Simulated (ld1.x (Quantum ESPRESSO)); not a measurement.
**Reading a pseudo-wave (Ca (Z = 20))**

Columns: radius, all-electron u(r) and pseudo u(r) of the 4p shell (level -1.55 eV) of calcium in the configuration [Ne] 3s2 3p6 3d0 4s1.75 4p0.25; PBE, scalar-relativistic, ultrasoft scheme, ld1.x (Quantum ESPRESSO) 7.5.

| r (bohr) | all-electron | pseudo |
| --- | --- | --- |
| 0.143 | 0.0925 | -0.0001 |
| 0.285 | 0.0766 | -0.0001 |
| 0.428 | -0.0117 | 0.0001 |
| 0.570 | -0.0976 | 0.0010 |
| 0.713 | -0.1550 | 0.0032 |
| 0.855 | -0.1793 | 0.0072 |
| 0.998 | -0.1757 | 0.0136 |
| 1.140 | -0.1517 | 0.0231 |
| 1.283 | -0.1141 | 0.0361 |
| 1.425 | -0.0691 | 0.0526 |
| 1.568 | -0.0200 | 0.0731 |
| 1.710 | 0.0297 | 0.0969 |
| 1.853 | 0.0788 | 0.1242 |
| 1.995 | 0.1255 | 0.1540 |
| 2.138 | 0.1697 | 0.1858 |
| 2.280 | 0.2104 | 0.2184 |
| 2.423 | 0.2481 | 0.2513 |
| 2.565 | 0.2823 | 0.2832 |
| 2.708 | 0.3134 | 0.3135 |
| 2.850 | 0.3414 | 0.3414 |
| 2.992 | 0.3663 | 0.3663 |
| 3.135 | 0.3885 | 0.3885 |
| 3.278 | 0.4076 | 0.4076 |
| 3.420 | 0.4239 | 0.4239 |
| 3.563 | 0.4374 | 0.4374 |
| 3.705 | 0.4482 | 0.4482 |

Q: How many radial nodes do the two functions have?

A: The all-electron 4p function has n − l − 1 = 2; the pseudo-wave has 1, since 1 lower shell of the same l stays in the valence.

Q: At about which radius was the pseudo-wave matched?

A: 2.85 bohr, where the columns begin to agree (steps of 0.14 bohr).

Q: Is the pseudo-wave norm-conserving?

A: No, it belongs to an ultrasoft set: the norm inside the radius is not constrained, and the difference is carried by the augmentation charge.
